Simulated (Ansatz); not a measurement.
Consider the ligand exchange at a B–N bond: `BN([SiH3])[SiH2]Cl` + `O[SiH](O)F` → `BO[SiH](O)F` + `[SiH3]N[SiH2]Cl`.

Gas-phase electronic energies from Ansatz, PBE0-D4/def2-TZVP geometries. CCSD(T)/CBS adds triple-zeta CCSD(T) − MP2 to the extrapolated MP2 energy (def2 sets, frozen cores). This one scheme is used for every species. Functionals use def2-TZVPP. B3LYP here is the variant with VWN-RPA as its local correlation; programs differ in this. One conformer a species, not always the lowest.

Question: Is it downhill or uphill in electronic energy at CCSD(T)/CBS, and by how much? (An estimate is asked.)

Answer: Ansatz gave: Downhill: ΔE = -8.5 kJ/mol.

Question: What do these levels give: LDA (SPW92), revPBE-D4, BLYP-D4, r2SCAN-D4, r2SCAN0-D4, CAM-B3LYP-D4, ωB97X-V, ωB97M-V, B3LYP, CAM-B3LYP, HF/CBS(def2), CCSD/CBS(def2)? (Best estimate.)

Answer: Computed: LDA (SPW92) -2.9, revPBE-D4 -3.9, BLYP-D4 -10.7, r2SCAN-D4 -10.8, r2SCAN0-D4 -11.0, CAM-B3LYP-D4 -14.4, ωB97X-V -11.3, ωB97M-V -9.3, B3LYP -18.4, CAM-B3LYP -17.9, HF/CBS(def2) -29.1, CCSD/CBS(def2) -11.4 kJ/mol.

Largest T1 diagnostic among the species: 0.013.

At CCSD(T), def2-SVP lies −3.5 kJ/mol from the extrapolated value and def2-TZVPP +0.5 kJ/mol. The D4 term adds +6.2 kJ/mol with B3LYP and +3.3 kJ/mol with PBE0; it sums over pairs of atoms, weighted by their polarisabilities, and B3LYP, whose exchange is more repulsive, gets the larger term.
